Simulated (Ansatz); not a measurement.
Cost and result for the atomization energy of ClH5O2Si2, SMILES `O[SiH2][SiH](O)Cl` (10 atoms, 9 bonds).

```csv
atom,x (Å),y (Å),z (Å)
O1,-2.136,0.111,0.019
Si2,-0.849,1.056,-0.397
Si3,1.075,-0.250,-0.065
O4,0.567,-1.275,1.122
Cl5,1.582,-1.320,-1.758
H6,-1.956,-0.570,0.671
H7,-0.762,2.281,0.448
H8,-1.015,1.470,-1.811
H9,2.326,0.447,0.330
H10,1.169,-1.951,1.440
```

Charge 0, multiplicity 1. The structure was optimised at the PBE0-D4/def2-TZVP level. It is one conformer, not always the lowest. Program: Ansatz. All runs use 4 threads of a server CPU on a shared host. Times are those of one run each, without the atoms' runs, and a repeat can differ threefold. Electronic energies, without spin–orbit coupling; frozen cores. CCSD(T)/CBS adds CCSD(T) − MP2 in def2-TZVPP to the MP2 limit, and its time is that of the two runs behind it. T1 = 0.011. B3LYP takes the VWN-RPA correlation (the form of Gaussian; ORCA's B3LYP/G).

CCSD(T)/CBS is a level of theory with its own doubt, some kJ/mol a heavy atom from the limit and from the frozen cores, so smaller differences don't rank the functionals.

```json
{"level": "PBE-D4/def2-TZVPP (with forces)", "functions": "258", "wall time": "2.8 s"}
{"level": "PBE0-D4/def2-TZVPP", "functions": "258", "wall time": "3.7 s"}
{"level": "r2SCAN-D4/def2-TZVPP (with forces)", "functions": "258", "wall time": "6 s"}
{"level": "B3LYP-D4/def2-TZVPP (with forces)", "functions": "258", "wall time": "6 s"}
{"level": "B2PLYP/def2-TZVPP", "functions": "258", "wall time": "6.5 s"}
{"level": "ωB97X-V/def2-TZVPP", "functions": "258", "wall time": "9.5 s"}
{"level": "ωB97M-V/def2-TZVPP (with forces)", "functions": "258", "wall time": "15 s"}
{"level": "MP2/def2-QZVPP", "functions": "474", "wall time": "24 s"}
{"level": "CCSD(T)/def2-TZVPP", "functions": "258", "wall time": "3.1 min"}
{"level": "CCSD(T)/CBS(def2)", "functions": "–", "wall time": "3.4 min"}
```

**Question.** What atomization energy does each give, and how far from CCSD(T)/CBS? (Estimate.)

**Answer.** Ansatz gave: 
```
                             level  atomization (kcal/mol)  difference from CCSD(T)/CBS  per bond
   PBE-D4/def2-TZVPP (with forces)                   829.2                         -1.7      -0.2
                PBE0-D4/def2-TZVPP                   815.5                        -15.4      -1.7
r2SCAN-D4/def2-TZVPP (with forces)                   827.3                         -3.6      -0.4
 B3LYP-D4/def2-TZVPP (with forces)                   820.3                        -10.6      -1.2
                 B2PLYP/def2-TZVPP                   813.1                        -17.8      -2.0
                ωB97X-V/def2-TZVPP                   830.8                         -0.1       0.0
  ωB97M-V/def2-TZVPP (with forces)                   828.3                         -2.6      -0.3
                    MP2/def2-QZVPP                   836.6                          5.7       0.6
                CCSD(T)/def2-TZVPP                   803.2                        -27.7      -3.1
                 CCSD(T)/CBS(def2)                   830.9                          0.0       0.0
```

The D4 term adds +9.7 kcal/mol with B3LYP and +5.1 kcal/mol with PBE0; it sums over pairs of atoms, weighted by their polarisabilities, and B3LYP, whose exchange is more repulsive, gets the larger term. From PBE to PBE0 (25 % exact exchange), in def2-TZVPP and without D4, the atomization energy moves by −12.9 kcal/mol: exact exchange takes away binding that semilocal exchange gives to molecules. In def2-TZVPP, CCSD(T) changes the Hartree–Fock value by +206.8 kcal/mol (the triples alone add +12.0 kcal/mol) and MP2 by +223.7 kcal/mol; breaking electron pairs costs correlation energy, which Hartree–Fock lacks.
